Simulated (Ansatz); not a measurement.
A made-up structure of CH2ClTe (charge -1), singlet:

Cl1  (0.449, 1.010, -0.923)
C2  (-0.020, -0.326, 0.700)
Te3  (-0.438, -2.023, 0.011)
H4  (1.000, -0.517, 1.075)
H5  (-0.697, 1.683, -0.875)
(Å)

It is relaxed with PBE-D4/def2-SVPD and then PBE0-D4/def2-TZVPD (Ansatz 0.2.0). Atoms count as bonded within 1.22 times the sum of their covalent radii (H–H: 0.88 Å). The end point is not checked to be a true minimum.

Problem. Does its bonding change? (Judge from chemistry; the calculation decides.)

Solution. By the calculation: Yes. Formed: C2–H5; broken: Cl1–H5.

Where it ends: The first stage lowers the energy by 4.79 eV in 27 steps. It ends as CH₂ClTe ([Cl][CH2][Te]), total charge -1:
```xyz
5
angstrom
Cl 0.7240 1.0434 -1.2471
C 0.0385 0.0560 0.1377
Te -0.3734 -2.0130 -0.2399
H 0.7786 0.1587 0.9265
H -0.8724 0.5815 0.4107
```

Labels in which every atom is bracketed show which atoms are joined, not bond orders.

For scale, one of the runs: PBE0-D4/def2-TZVPD relaxation, 160 basis functions, launched by `ansatz run in.yaml --threads 2 --pin off --events-out ev --progress --plain --max-ram 4352MiB`. The run took about 25 s on 2 CPU threads of an Arm Neoverse V2 (shared host).
